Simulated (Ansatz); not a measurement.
`CC(C)(C)NN` + `[CH3][Nb](=[NH])([F])[Cl]` → `CC(C)(C)[N]=[Nb]([CH3])([F])[Cl]` + `NN`  (substitution at a C–N bond)

Computed with Ansatz on PBE0-D4/def2-TZVP structures; ΔE is electronic, products minus reactants. CCSD(T)/CBS is the MP2 limit (def2-TZVPP, def2-QZVPP) plus CCSD(T) − MP2 in def2-TZVPP, frozen cores. This one scheme is used for every species. DFT in def2-TZVPP. def2 core potentials past Kr. For Nb outer-core shells are correlated without core-valence functions, which leaves a few kJ/mol of doubt a bond. One conformer a species, not always the lowest.

```json
{"level": "r2SCAN0", "ΔE (kJ/mol)": "-17.7"}
{"level": "HF/CBS(def2)", "ΔE (kJ/mol)": "-19.9"}
```

**Question.** What does CCSD(T)/CBS give? (Estimate.)

**Answer.** Computed: -25.8 kJ/mol. The listed levels differ from it by 8.1, 5.9 kJ/mol.

Largest T1 diagnostic among the species: 0.020.

In def2-TZVPP, CCSD(T) changes the Hartree–Fock value by −6.0 kJ/mol (the triples alone add −1.9 kJ/mol) and MP2 by −22.8 kJ/mol. The D4 term adds −5.0 kJ/mol with B3LYP and −3.8 kJ/mol with PBE0; it sums over pairs of atoms, weighted by their polarisabilities, and B3LYP, whose exchange is more repulsive, gets the larger term. Leaving LDA and LC-ωPBE aside and taking each functional with its dispersion term where it has one, the values, not all of them listed here, spread over 12.5 kJ/mol, from B2PLYP to ωB97M-V. LDA lies +10.9 kJ/mol from PBE without D4.

B3LYP here is the variant with VWN-RPA as its local correlation; programs differ in this.
